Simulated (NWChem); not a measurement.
# H$_{3}$O cation; SMILES [OH3+]

```xyz
4

O      0.0000     0.0000     0.0780
H      0.6693     0.6693    -0.2081
H      0.2450    -0.9143    -0.2081
H     -0.9143     0.2450    -0.2081
```
Atoms are numbered in this order, from 1.

Program: NWChem. Pople sets run with spherical d functions. Coordinates come from a B3LYP/6-31G* (spherical d) optimisation.

Question: Taking PBE/6-311++G** as the yardstick, which of these has the fewest basis functions while keeping “highest occupied level (eV)” within 0.05 eV of it: PBE/3-21G; PBE/6-31G*; PBE/6-31+G*; PBE/STO-3G; PBE/6-311G**?

Answer: PBE/6-31+G* (a larger set in the list lies outside the tolerance).
```json
[
 {"level": "PBE/STO-3G", "basis functions": "8", "highest occupied level (eV)": "-16.36"},
 {"level": "PBE/3-21G", "basis functions": "15", "highest occupied level (eV)": "-17.80"},
 {"level": "PBE/6-31G*", "basis functions": "20", "highest occupied level (eV)": "-18.44"},
 {"level": "PBE/6-31+G*", "basis functions": "24", "highest occupied level (eV)": "-18.61"},
 {"level": "PBE/6-311G**", "basis functions": "36", "highest occupied level (eV)": "-18.49"},
 {"level": "PBE/6-311++G**", "basis functions": "43", "highest occupied level (eV)": "-18.61"}
]
```

The yardstick is one finite set, not the basis-set limit.
